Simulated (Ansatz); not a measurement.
CH5SSn (`C[S][SnH2]`) radical. The species carries charge 0 and has multiplicity 2. Sn: def2 effective core potential. Geometry: relaxed with PBE0-D4/def2-TZVP.

```xyz
8

C    -1.274    0.346   -0.525
S    -0.600    0.063    1.136
Sn    1.519   -0.933    0.601
H    -1.520   -0.595   -1.016
H    -0.582    0.917   -1.144
H    -2.190    0.922   -0.397
H     2.184    0.019   -0.683
H     2.464   -0.739    2.029
```

**Question.** What is the dipole moment at r2SCAN/def2-TZVPP? (An estimate is asked.)

**Answer.** The calculation gave: 1.54 D, with components (-0.15, -0.25, -1.51) D in this frame, pointing from negative to positive charge.

**Question.** And with PBE, B3LYP, ωB97M-V? (An estimate is asked.)

**Answer.** The calculation gave: PBE 1.45 D, B3LYP 1.49 D, ωB97M-V 1.54 D.

**Question.** Give the Mulliken charges with r2SCAN, ωB97M-V, PBE in def2-TZVPP. (Estimate.)

**Answer.** The calculation gave: 
```
atom  r2SCAN  ωB97M-V    PBE
  C1   -0.15    -0.36  -0.27
  S2   -0.31    -0.26  -0.28
 Sn3    0.43     0.36   0.39
  H4    0.09     0.15   0.13
  H5    0.09     0.14   0.13
  H6    0.08     0.14   0.12
  H7   -0.12    -0.09  -0.12
  H8   -0.11    -0.08  -0.10
```

B3LYP here is the variant with VWN-RPA as its local correlation; programs differ in this.

All numbers were calculated with Ansatz.
